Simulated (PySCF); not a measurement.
Computed IR spectrum (relative IR intensity) of a molecule CH3F3Si. Geometry optimised at ωB97X-D3(BJ)/def2-SVP. One conformer was computed; it need not be the lowest. Calculation: ωB97X-D3(BJ)/def2-SVP run with PySCF. Frequencies are harmonic and unscaled.

```csv
ν (cm⁻¹),relative intensity
310,12
457,35
642,4.4
838,16
862,2.8
935,100
998,100
1113,31
1251,3.0
1342,3.0
1460,2.7
2329,54
3057,5.5
3117,5.8
```

**Question.** Identify the compound among the candidates.
A. C[Si](F)(F)F
B. F[SiH2]C(F)F
C. FC[SiH](F)F
D. FC(F)(F)[SiH3]

**Answer.** C, FC[SiH](F)F
